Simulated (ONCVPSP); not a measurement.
**What one change does to a pseudopotential (iodine (I), ONCV)**

- Element: iodine (I)
- Generator: ONCVPSP 4.0.1
- Type: optimised norm-conserving Vanderbilt (ONCV)
- Functional: PW91
- Relativity: fully relativistic
- Frozen core: [Ar] 3d10
- Valence charge: 25
- Reference configuration: 4s2 4p6 4d10 5s2 5p5
- Partial waves: 4s+5s: rc 1.40 bohr, ncon 4, nbas 8, qcut 10.6 1/bohr, 2 projectors; 4p+5p: rc 1.25 bohr, ncon 3, nbas 7, qcut 9.6 1/bohr, 2 projectors; 4d: rc 1.25 bohr, ncon 4, nbas 8, qcut 11.8 1/bohr, 2 projectors, debl 2.1 Ha
- Local potential: polynomial inside 0.95 bohr (lpopt 2, dvloc0 0 Ha)
- Core correction: none

Open shells are filled in proportion to 2j + 1.

Change: d: qcut 8.2.

Cutoffs: the cutoffs (Ha) at which the residual kinetic energy of the hardest occupied pseudo-wave falls to 1 and 0.1 mHa per electron; they do not see the model core or the augmentation charge, which bear on the density cutoff. Errors are all-electron minus pseudo energies relative to the spin-unpolarised reference configuration.

Question: What does the change do?

Answer: The potential gets harder (52 Ha and 60 Ha → 130 Ha and 156 Ha); both files keep a bound ghost (p); of the 4 tests that both files solve, the error grows in 1 and shrinks in 1 by more than 15 % and 0.3 meV (median size 2.5 → 2.4 meV).

| quantity | base | changed |
| --- | --- | --- |
| cutoff, loose | 52 Ha | 130 Ha |
| cutoff, tight | 60 Ha | 156 Ha |
| loose cutoff by channel | s 36 Ha, p 31 Ha, d 52 Ha | s 36 Ha, p 31 Ha, d 130 Ha |
| bound ghosts | p3/2 | p3/2 |
| GHOST(+) flags under 300 eV | none | none |
| error for 4s2 4p6 4d10 5s2 5p4, meV [ΔE 11.21 eV] | +2.0 | +1.9 |
| error for 4s2 4p6 4d10 5s2 5p3, meV [ΔE 31.16 eV] | +3.0 | +2.8 |
| error for 4s2 4p6 4d10 5s2 5p2, meV [ΔE 60.61 eV] | +2.0 | +1.2 |
| error for 4s2 4p5 4d10 5s2 5p5, meV [ΔE 136.72 eV] | -117 | -166 |
| s: phases at 1.42 bohr within 0.05 rad from the reference energy up to (Ha; the scan ends near 5) | to the end of the scan | to the end of the scan |
| p3/2: phases at 1.27 bohr within 0.05 rad from the reference energy up to (Ha; the scan ends near 5) | 1.9 | 1.9 |
| p1/2: phases at 1.27 bohr within 0.05 rad from the reference energy up to (Ha; the scan ends near 5) | to the end of the scan | to the end of the scan |
| d5/2: phases at 1.27 bohr within 0.05 rad from the reference energy up to (Ha; the scan ends near 5) | to the end of the scan | to the end of the scan |
| d3/2: phases at 1.27 bohr within 0.05 rad from the reference energy up to (Ha; the scan ends near 5) | to the end of the scan | to the end of the scan |

 A true bound ghost makes a file unfit for plane-wave use even where its test errors are small: the radial tests pick states by their node count and pass the ghost by.
